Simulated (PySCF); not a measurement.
# Os3 at several levels of theory

Computed with PySCF 2.14.0 (density fitting, no spin-orbit coupling) at the geometry relaxed with PBE0:

```xyz
3
Os3 (triplet)
Os    1.3421   -0.0468    0.0001
Os   -0.7104    1.2328    0.0000
Os   -0.6317   -1.1861    0.0000
```

```tsv
level	basis	state	HOMO (eV)	gap (eV)	charge on Os1 (e)	dipole about the centre of mass (D)	largest force component (eV/Å)
PBE0	Os def2-SVP with ECP60	triplet	-4.51	1.75	-0.01	0.80	0.03
PBE0	Os def2-TZVP with ECP60	triplet	-4.97	1.74	0.05	0.30	2.93
PBE0	Os x2c-SVPall	triplet	-5.02	1.81	0.02	0.30	3.35
```

HOMO and gap are taken over both spins. Charges are Mulliken's, which hang on the basis. The relaxation used the grid (50, 194), these runs (75, 302) or, all-electron (x2c bases, spin-free X2C Hamiltonian), (99, 590).

Task: Order these levels, in the first row's basis, by the HOMO–LUMO gap they give here, smallest first.
A. HF
B. wB97X
C. PBE
D. BP86

Result: C (-0.17 eV), D (-0.03 eV), B (5.34 eV), A (5.85 eV).

Task: And their other results?

Result: 
```csv
level,state,HOMO (eV),gap (eV),charge on Os1 (e),dipole about the centre of mass (D),largest force component (eV/Å)
BP86,triplet,-3.88,-0.03,0.01,0.43,0.31
HF,triplet,-5.80,5.85,0.00,1.18,5.38
PBE,triplet,-4.02,-0.17,-0.02,0.75,0.99
wB97X,triplet,-6.48,5.34,-0.01,1.09,0.69
```

The relaxed state isn't the lowest spin state tried at its geometry. No frequency check is given that shows the relaxed geometry to be a minimum. The relaxed state is spin-contaminated (spin squared 3.30 against 2.00). Open shells may have lower solutions than the one found.

A gap near or under zero over both spins lies within a partly filled shell and is no excitation energy.

Some runs are spin-contaminated.
